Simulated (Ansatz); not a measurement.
ClH₂NS₂W, SMILES `[NH2][W](=[S])(=[S])[Cl]`, charge 0, multiplicity 1.

Task: Give a relaxed structure at PBE0-D4/def2-TZVP (Ansatz). (Estimate.)

Result: Computed: 
Z-matrix (Å, degrees):
```
W
S 1 2.120
S 1 2.120 2 111.1
N 1 1.913 2 107.9 3 118.0
Cl 1 2.264 2 109.9 3 -121.8
H 4 1.010 1 123.6 2 -144.4
H 4 1.010 1 123.6 2 24.3
```
Point group Cs.
